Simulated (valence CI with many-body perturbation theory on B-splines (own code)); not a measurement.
## Level structure of Cr3+

Calculated by valence CI with perturbative core correlation (CI+MBPT): three valence electrons over a frozen Dirac-Fock core [Ar], a basis of 9 s, 9 p, 10 d, 8 f, 5 g, 3 h, 1 i functions for each j, with the one-electron correlation potential Σ1 (screened to all orders), the two-electron term Σ2, the three-electron term Σ3, Breit, model QED; selected single and double excitations, second order for the rest, scaled by the run's own slope (own B-spline code, finite nucleus).

Against 66 measured levels this calculation errs by 1079 cm⁻¹ on average and by 1844 at most. These come from a selection out of Sugar and Corliss, J. Phys. Chem. Ref. Data 6, 317 (1977). Levels without a partner in it may be off by more, other configurations by 1,000 to 8,000 cm⁻¹.

Levels 46 to 70 of 70, with energies above the lowest level, 3d³ ⁴F_3/2. "Leading %" is the weight of the configuration and term that name the level; weights of strongly mixed levels are sums over their largest components and can fall short.

```tsv
No.	Configuration	Term	J	E (cm⁻¹)	Leading %	g	Second component
46	3d²4p	²D°	3/2	159461	59	0.933	35 % 3d²4p ⁴D°
47	3d²4p	⁴D°	1/2	159820	98	-0.001	
48	3d²4p	⁴D°	5/2	159951	65	1.267	17 % 3d²4p ²D°
49	3d²4p	⁴D°	3/2	160227	62	1.049	35 % 3d²4p ²D°
50	3d²4p	⁴D°	7/2	160520	83	1.384	14 % 3d²4p ²F°
51	3d²4p	²D°	5/2	160780	68	1.241	26 % 3d²4p ⁴D°
52	3d²4p	²G°	7/2	163065	98	0.890	
53	3d²4p	²G°	9/2	163586	97	1.113	
54	3d²4p	²S°	1/2	166904	97	1.995	
55	3d²4p	⁴S°	3/2	169934	86	1.918	11 % 3d²4p ²P°
56	3d²4p	²P°	3/2	170969	81	1.387	12 % 3d²4p ⁴S°
57	3d²4p	²F°	5/2	171310	94	0.876	
58	3d²4p	²P°	1/2	171578	97	0.673	
59	3d²4p	²F°	7/2	172047	93	1.155	4 % 3d²4p ⁴D°
60	3d²4p	⁴D°	1/2	172530	98	0.004	
61	3d²4p	⁴D°	3/2	172739	90	1.173	6 % 3d²4p ²D°
62	3d²4p	⁴D°	5/2	173157	83	1.337	10 % 3d²4p ²D°
63	3d²4p	²D°	3/2	173435	85	0.859	8 % 3d²4p ⁴D°
64	3d²4p	²D°	5/2	173875	81	1.226	13 % 3d²4p ⁴D°
65	3d²4p	⁴D°	7/2	173913	94	1.415	4 % 3d²4p ²F°
66	3d²4p	⁴P°	1/2	175931	98	2.662	
67	3d²4p	²G°	7/2	176079	98	0.890	
68	3d²4p	⁴P°	3/2	176154	98	1.730	
69	3d²4p	²G°	9/2	176192	98	1.109	
70	3d²4p	⁴P°	5/2	176631	96	1.589
```

Names give the largest LS component (configuration and term), which can be under half, so a name can repeat, a term be missing and a line seem to break the LS rules; names also repeat where a configuration has a term twice.

Where two levels of one J and parity lie close, their mixing, g and order are uncertain.
